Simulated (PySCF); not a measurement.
# [Sm(H2O)]3+ at several levels of theory

Computed with PySCF 2.14.0 (density fitting, no spin-orbit coupling) at the geometry relaxed with PBE0:

```xyz
4
[Sm(H2O)]3+ (singlet in the valence; each metal's 4f electrons, 5 of them, lie in its core potential, out of spins and levels)
Sm    0.0000    0.0000   -0.0905
O     0.0000    0.0000    2.1396
H     0.7788    0.0000    2.7683
H    -0.7788    0.0000    2.7683
```

```
level                                                 basis    state  HOMO (eV)  gap (eV)  charge on Sm1 (e)  population of f-type functions on Sm1 (polarisation alone where 4f lies in the core)  dipole about the centre of mass (D)  largest force component (eV/Å)
 PBE0     Sm lcecp-1-SVP with ECP51, O def2-SVP, H def2-SVP  singlet     -27.86      7.40               2.57                                                                                  0.02                                 2.96                            0.00
TPSSh                                              the same  singlet     -26.89      6.04               2.56                                                                                  0.02                                 3.06                            0.21
 PBE0  Sm lcecp-1-TZVP with ECP51, O def2-TZVP, H def2-TZVP  singlet     -27.85      7.43               2.64                                                                                  0.03                                 3.02                            0.27
```

In the lcecp rows the 4f levels are missing from HOMO and gap, and the state counts the valence alone.

Charges are Mulliken's, which hang on the basis. The relaxation used the grid (50, 194), these runs (75, 302) or, all-electron (x2c bases, spin-free X2C Hamiltonian), (99, 590).

Problem. What does B3LYP with Sm lcecp-1-SVP with ECP51, O def2-SVP, H def2-SVP give here?

Solution. state singlet, HOMO (eV) -27.57, gap (eV) 6.74, charge on Sm1 (e) 2.55, population of f-type functions on Sm1 (polarisation alone where 4f lies in the core) 0.02, dipole about the centre of mass (D) 3.03, largest force component (eV/Å) 0.16. Time: 2.3 s on 2 threads of Intel(R) Xeon(R) Platinum 8259CL CPU @ 2.50GHz (Skylake/Cascade Lake), on a shared host, from an already converged density.

An lcecp potential fixes the number of 4f electrons, so in runs with it no electron can move into or out of that shell.
